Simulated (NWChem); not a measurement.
CH₃FSi, singlet; SMILES C[Si]F

Results from NWChem. Low-valent species are run as closed-shell singlets; no triplet was tried in these runs. Each level has its own optimisation; frequencies are unscaled.

For level Hartree-Fock/3-21G:

| Property | Value |
|---|---|
| highest harmonic frequency (cm⁻¹) | 3261 |
| lowest (cm⁻¹) | 93 |
| zero-point energy (kcal/mol) | 25.6 |

Q: Estimate the same quantities for level PBE0/def2-SVP.

A: 
| Item | Result |
|---|---|
| highest harmonic frequency (cm⁻¹) | 3163 |
| lowest (cm⁻¹) | 67 |
| zero-point energy (kcal/mol) | 23.5 |
